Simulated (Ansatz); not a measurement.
C2H7BF3N, SMILES `C[NH+](C)[B-](F)(F)F` at its PBE0-D4/def2-TZVP geometry, where that method's forces vanish. The species carries charge 0 and has multiplicity 1.

```xyz
14

C    -1.0543    0.8350    0.5090
N     0.2442    0.2054    0.2228
C     0.7189    0.5119   -1.1355
B     0.2041   -1.4297    0.5013
F     1.4887   -1.8558    0.2676
F    -0.1752   -1.5510    1.8157
F    -0.7138   -1.9311   -0.3866
H    -1.3401    0.6055    1.5331
H    -0.9971    1.9155    0.3645
H    -1.7945    0.4122   -0.1686
H     0.9273    0.5560    0.8905
H     0.7812    1.5912   -1.2859
H     0.0160    0.0815   -1.8472
H     1.6946    0.0534   -1.2806
```

Q: What forces (eV/Å) does B3LYP-D4/def2-TZVPP give on these atoms in the Gaussian-basis code of Ansatz? (Estimate.)

A: The calculation gave: 
```
C1  -0.325  0.143  0.095
N2   0.157 -0.003  0.170
C3   0.139  0.059 -0.335
B4   0.015  0.005  0.015
F5   0.217 -0.093 -0.034
F6  -0.064 -0.042  0.226
F7  -0.157 -0.106 -0.148
H8   0.007  0.033 -0.069
H9  -0.014 -0.061  0.014
H10  0.035  0.043  0.048
H11 -0.005  0.001 -0.005
H12  0.003 -0.064 -0.002
H13  0.053  0.039  0.031
H14 -0.062  0.045 -0.005
```

B3LYP here is the variant with VWN-RPA as its local correlation; programs differ in this.
